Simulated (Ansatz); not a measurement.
Born–Oppenheimer molecular dynamics of B2BrH5Si (9 atoms, charge 0, multiplicity 1). It starts at the highest image of a converged band, a first-order saddle point between two minima.

Computed with UKS B3LYP-D4/def2-SVP (Ansatz).

```
ensemble                      : NVE (velocity Verlet)
time step                     : 0.5 fs
steps asked                   : 156
starting velocities drawn for : 100 K
seed                          : 10239
```

First frame:

```xyz
9
Properties=species:S:1:pos:R:3
B -0.381 1.227 -1.343
Si 0.722 0.181 -0.069
B -0.040 -0.856 1.389
Br -1.946 -1.018 1.676
H -1.501 0.865 -1.590
H 0.026 2.251 -1.829
H 2.207 0.160 -0.166
H 0.311 -1.348 -0.172
H 0.690 -1.508 2.087
```

Problem. How far do the bonds stretch over the last three quarters of this one trajectory? (Pairs bonded in most of those frames.)

Solution. 
| bond | mean (Å) | spread (Å) | shortest | longest |
| --- | --- | --- | --- | --- |
| B1–Si2 | 1.982 | 0.022 | 1.94 | 2.01 |
| B1–H5 | 1.202 | 0.004 | 1.20 | 1.21 |
| B1–H6 | 1.205 | 0.008 | 1.19 | 1.22 |
| Si2–B3 | 1.931 | 0.009 | 1.92 | 1.96 |
| Si2–H7 | 1.489 | 0.003 | 1.48 | 1.50 |
| Si2–H8 | 1.652 | 0.016 | 1.62 | 1.68 |
| B3–Br4 | 1.951 | 0.010 | 1.93 | 1.96 |
| B3–H9 | 1.201 | 0.028 | 1.16 | 1.24 |

Mean temperature of the second half: 65 K. The conserved energy stayed within 0.045 meV per atom of its start (net change 0.034 meV per atom), so the integration is sound. A run of 0.078 ps of so small a system gives no equilibrium averages. The orbitals stay closed-shell, which can raise the energy where a bond breaks towards radicals; this wasn't checked here.

The run took 12 min on 2 threads of AMD EPYC 7R13 Processor (Zen 3), on a shared host, peak memory 0.36 GiB.
